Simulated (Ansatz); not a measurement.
Two isomers of C2H7FSSi: A = `C[SiH2]SCF`, B = `CC(S)[SiH2]F`.

Program: Ansatz. Geometries: PBE0-D4/def2-TZVP. ΔE: electronic, gas phase. CCSD(T)/CBS adds triple-zeta CCSD(T) − MP2 to the extrapolated MP2 energy (def2 sets, frozen cores). DFT in def2-TZVPP. B3LYP here is the variant with VWN-RPA as its local correlation; programs differ in this. One conformer a species, not always the lowest.

A:

Z-matrix (Å, degrees):
```
C
Si 1 1.862
H 1 1.092 2 110.5
H 1 1.093 2 110.5 3 -120.2
H 1 1.092 2 110.3 3 119.6
S 2 2.147 1 113.0 3 -59.5
H 2 1.485 1 111.5 3 57.7
H 2 1.490 1 110.5 3 -179.8
C 6 1.799 2 99.4 1 -73.5
F 9 1.378 6 112.8 2 73.1
H 9 1.091 6 106.8 2 -168.0
H 9 1.092 6 110.6 2 -47.8
```

B:

```xyz
12

C     1.1644    0.5944    0.7061
C     0.2634    0.3112   -0.4811
S    -0.9683    1.6163   -0.8061
Si   -0.7838   -1.2331   -0.3925
F     0.1206   -2.5130   -0.0381
H     1.6794    1.5510    0.5910
H     0.5901    0.6342    1.6354
H     1.9136   -0.1950    0.8127
H     0.8476    0.2846   -1.4070
H    -1.6140    1.5196    0.3690
H    -1.7728   -1.0785    0.7038
H    -1.4401   -1.4917   -1.6932
```

**Question.** Which isomer does CCSD(T)/CBS put lower? Give the gap. (Best estimate.)

**Answer.** Computed: B, by 28.9 kcal/mol.

**Question.** Give E(B) − E(A) in kcal/mol with HF/def2-TZVPP, r2SCAN-D4, B3LYP, CCSD/def2-TZVPP, PBE0-D4, PBE-D4, MP2/def2-TZVPP. (Best estimate.)

**Answer.** Computed: HF/def2-TZVPP -27.5, r2SCAN-D4 -25.5, B3LYP -25.5, CCSD/def2-TZVPP -28.9, PBE0-D4 -25.0, PBE-D4 -23.5, MP2/def2-TZVPP -30.4. None reverses the order clearly.

Largest T1 diagnostic: 0.011.

In def2-TZVPP, CCSD(T) changes the Hartree–Fock value by −1.1 kcal/mol (the triples alone add +0.3 kcal/mol) and MP2 by −2.8 kcal/mol. From PBE to PBE0 (25 % exact exchange), in def2-TZVPP and without D4, E(B) − E(A) moves by −1.5 kcal/mol.
